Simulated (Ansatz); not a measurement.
Consider the cleavage of the Ge–Ga bond: `[SiH3][GeH2][GaH2]` + H₂S → `[SiH3][GeH2][SH]` + `[GaH3]`.

Calculated with Ansatz (gas phase, PBE0-D4/def2-TZVP geometries, no zero-point term in ΔE). CCSD(T)/CBS adds triple-zeta CCSD(T) − MP2 to the extrapolated MP2 energy (def2 sets, frozen cores). This one scheme is used for every species. DFT in def2-TZVPP. B3LYP here is the variant with VWN-RPA as its local correlation; programs differ in this. HSE06 is defined as in plane-wave codes. For Ga, Ge outer-core shells are correlated without core-valence functions, which leaves a few kJ/mol of doubt a bond. Scalar relativity is left out up to krypton. Each species was taken in one conformer, which may not be the lowest.

Question: Is it downhill or uphill in electronic energy at CCSD(T)/CBS, and by how much? (Best estimate.)

Answer: Computed: Uphill: ΔE = +7.5 kJ/mol.

Question: What do these levels give: BLYP-D4, r2SCANh-D4, r2SCAN0-D4, HSE06-D4, BLYP, B3LYP, r2SCAN0, HSE06, CAM-B3LYP, CCSD(T)/def2-TZVPP, MP2/def2-QZVPP, CCSD/CBS(def2)? (Best estimate.)

Answer: Computed: BLYP-D4 5.7, r2SCANh-D4 4.1, r2SCAN0-D4 3.8, HSE06-D4 6.2, BLYP 6.5, B3LYP 4.4, r2SCAN0 3.7, HSE06 5.9, CAM-B3LYP 1.2, CCSD(T)/def2-TZVPP 5.7, MP2/def2-QZVPP 2.8, CCSD/CBS(def2) 7.2 kJ/mol.

Largest T1 diagnostic among the species: 0.013.

In def2-TZVPP, CCSD(T) changes the Hartree–Fock value by +14.8 kJ/mol (the triples alone add +0.3 kJ/mol) and MP2 by +11.3 kJ/mol. Leaving LDA and LC-ωPBE aside and taking each functional with its dispersion term where it has one, the values, not all of them listed here, spread over 16.6 kJ/mol, from B97M-V to PBE-D4.
